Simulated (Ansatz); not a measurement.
Two isomers of CH8FNSi2: A = `FCN[SiH2][SiH3]`, B = `C[SiH](F)[SiH2]N`.

Program: Ansatz. Geometries: PBE0-D4/def2-TZVP. ΔE: electronic, gas phase. CCSD(T)/CBS adds triple-zeta CCSD(T) − MP2 to the extrapolated MP2 energy (def2 sets, frozen cores). DFT in def2-TZVPP. B3LYP here is the variant with VWN-RPA as its local correlation; programs differ in this. Each species was taken in one conformer, which may not be the lowest.

(1) Which is lower in electronic energy at CCSD(T)/CBS, and by how much? (Best estimate.)

(2) Give E(B) − E(A) in kJ/mol with ωB97M-V, B3LYP, MP2/def2-TZVPP, PBE0-D4, r2SCAN-D4, HF/def2-TZVPP, B3LYP-D4. (Estimate.)

Largest T1 diagnostic: 0.012.

## Answers

(1) Ansatz gave: B, by 254.2 kJ/mol.

(2) Computed: ωB97M-V -245.9, B3LYP -241.0, MP2/def2-TZVPP -258.3, PBE0-D4 -238.3, r2SCAN-D4 -245.3, HF/def2-TZVPP -245.2, B3LYP-D4 -240.7. None reverses the order clearly.

From PBE to PBE0 (25 % exact exchange), in def2-TZVPP and without D4, E(B) − E(A) moves by −7.6 kJ/mol.
